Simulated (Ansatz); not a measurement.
Two isomers of CH5NSSi: A = `[SiH3]NC=S`, B = `C1N[SiH2]S1`.

Isolated molecules relaxed with PBE0-D4/def2-TZVP in Ansatz; ΔE leaves out vibrations. CBS: MP2 limit from def2 TZ/QZ plus the TZ coupled-cluster correction, frozen cores. Functionals use def2-TZVPP. B3LYP here is the variant with VWN-RPA as its local correlation; programs differ in this. Each species was taken in one conformer, which may not be the lowest.

**Question.** Which isomer does CCSD(T)/CBS put lower? Give the gap. (Best estimate.)

**Answer.** Ansatz gave: B, by 37.7 kJ/mol.

**Question.** Give E(B) − E(A) in kJ/mol with B3LYP, PBE0-D4, MP2/def2-TZVPP, HF/def2-TZVPP, CCSD/def2-TZVPP, B2PLYP, CCSD(T)/def2-SVP. (Best estimate.)

**Answer.** The calculation gave: B3LYP -12.7, PBE0-D4 -42.3, MP2/def2-TZVPP -38.2, HF/def2-TZVPP -23.3, CCSD/def2-TZVPP -35.6, B2PLYP -20.1, CCSD(T)/def2-SVP -11.3. None reverses the order clearly.

**Question.** Does the order hold for the free energy at 298.15 K (harmonic terms from PBE0-D4)? (An estimate is asked.)

**Answer.** The calculation gave: Yes: G(B) − G(A) = -23.9 kJ/mol, for one conformer each. Modes under 60 cm⁻¹, often nearly free rotors, make the harmonic entropy too high.

Largest T1 diagnostic: 0.017.

From BLYP to BHLYP (50 % exact exchange), in def2-TZVPP and without D4, E(B) − E(A) moves by −30.0 kJ/mol. In def2-TZVPP, CCSD(T) changes the Hartree–Fock value by −8.2 kJ/mol (the triples alone add +4.0 kJ/mol) and MP2 by −14.8 kJ/mol.
